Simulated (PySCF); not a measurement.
## Do core-level shifts follow atomic charges?

Species: C6H12PSi (charge +1).
Numbering: `[CH2:1]=[CH:2][P@H+:3]1[CH2:4][CH:5]=[C:6]([SiH3:7])[CH2:8]1`

Structure used (PBE0-D3(BJ)/def2-SVP), in Å, numbered top down from 1:
```
atom  x, y, z in Å
C1     2.9401    1.8409   -0.3098
C2     1.8548    1.2233    0.1669
P3     1.0281   -0.0759   -0.7219
C4     0.8139   -1.5987    0.2588
C5    -0.6711   -1.6052    0.5259
C6    -1.4510   -0.7050   -0.0966
Si7   -3.3316   -0.6148    0.1223
C8    -0.7423    0.2549   -1.0322
H9     3.4204    2.6389    0.2641
H10    3.3934    1.5873   -1.2742
H11    1.4145    1.4882    1.1358
H12    1.7558   -0.3044   -1.9090
H13    1.4294   -1.5606    1.1733
H14    1.1472   -2.4795   -0.3183
H15   -1.0678   -2.3592    1.2128
H16   -3.6677    0.7562    0.6023
H17   -3.9626   -0.8486   -1.2076
H18   -3.7166   -1.6561    1.1113
H19   -0.9837    0.0688   -2.0932
H20   -0.9679    1.3153   -0.8326
```

Binding energies: delta-SCF UKS SCAN, pcX-2 on the ionised atom, pcseg-1 elsewhere, spin-free X2C (PySCF 2.14.0). Charges: PBE0/pcSseg-1 ground-state density, for the ionised atom.

```csv
atom,environment,C 1s (eV),Mulliken (e),IAO (e),Hirshfeld (e),ESP (e)
C6,fully substituted alkene carbon,294.20,-0.441,-0.266,-0.081,-0.208
C5,alkene CH carbon,294.54,-0.089,-0.137,-0.026,-0.103
C1,terminal =CH2 carbon,295.30,-0.071,-0.203,-0.006,-0.258
C2,alkene CH carbon,295.52,-0.415,-0.396,-0.076,-0.272
C8,sp3 carbon bound to phosphorus,295.53,-0.366,-0.463,-0.083,-0.091
C4,sp3 carbon bound to phosphorus,295.55,-0.378,-0.472,-0.079,-0.100
```

**Question.** How well does each charge scheme correlate with the binding energies over these sites?

**Answer.** ESP: r = 0.01, slope 0.0 eV per e; Mulliken: r = -0.12, slope -0.4 eV per e; Hirshfeld: r = -0.15, slope -2.6 eV per e; IAO: r = -0.70, slope -2.9 eV per e. On 6 points no scheme stands out.

**Question.** The point-charge model writes a binding energy as kq + V + constant, with V the potential of the other atoms' charges at the site. What does it give with the Hirshfeld charges?

**Answer.** V = Σ 14.40 eV Å × q/r over all other atoms: +5.67 eV at C6, +4.96 eV at C5, +5.54 eV at C1, +7.23 eV at C2, +7.16 eV at C8, +7.26 eV at C4. Fitting binding energy − V to q gives k = 19.8 eV per e and leaves an rms residual of 0.13 eV, against 0.53 eV for the fit on q alone. The model has no term for differences in relaxation between sites.

The species carries charge +1, so core ionisation leaves charge +2. The structure is a single PBE0-D3(BJ)/def2-SVP conformer in the gas phase; no vibrational or solvent corrections.
